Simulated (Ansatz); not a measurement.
Compare A (`N[SiH2]C[SiH2]Cl`) with its isomer B (`CN([SiH3])[SiH2]Cl`).

Computed with Ansatz on PBE0-D4/def2-TZVP structures; ΔE is electronic, products minus reactants. CCSD(T)/CBS is the MP2 limit (def2-TZVPP, def2-QZVPP) plus CCSD(T) − MP2 in def2-TZVPP, frozen cores. DFT in def2-TZVPP. B3LYP here is the variant with VWN-RPA as its local correlation; programs differ in this. One conformer a species, not always the lowest.

**Question.** Which isomer does CCSD(T)/CBS put lower? Give the gap. (Best estimate.)

**Answer.** Computed: A, by 5.7 kcal/mol.

**Question.** Give E(B) − E(A) in kcal/mol with MP2/def2-TZVPP, B3LYP, r2SCAN-D4, HF/def2-TZVPP, PBE0-D4, B2PLYP, B3LYP-D4. (An estimate is asked.)

**Answer.** The calculation gave: MP2/def2-TZVPP 5.3, B3LYP 5.0, r2SCAN-D4 6.6, HF/def2-TZVPP 3.1, PBE0-D4 6.5, B2PLYP 4.9, B3LYP-D4 4.1. None reverses the order clearly.

Largest T1 diagnostic: 0.010.

The D4 term adds −0.8 kcal/mol with B3LYP and −0.5 kcal/mol with PBE0; it sums over pairs of atoms, weighted by their polarisabilities, and B3LYP, whose exchange is more repulsive, gets the larger term. In def2-TZVPP, CCSD(T) changes the Hartree–Fock value by +1.7 kcal/mol (the triples alone add +0.0 kcal/mol) and MP2 by +2.2 kcal/mol.
